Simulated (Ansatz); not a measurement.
Harmonic frequencies (cm⁻¹) at PBE0-D4/def2-TZVP from Ansatz: 24, 54, 178, 236, 300, 510, 600, 628, 640, 690, 810, 835, 1523, 2323, 2414.

Each molecule was computed in one conformer, which needn't be the lowest.

**Question.** Which molecule is it?
A. `O=C=N[SiH](Cl)Cl`
B. `F[Si](Cl)(Cl)Cl`
C. `C[Si](O)(F)Cl`
D. `C[SiH](F)Cl`

**Answer.** A.
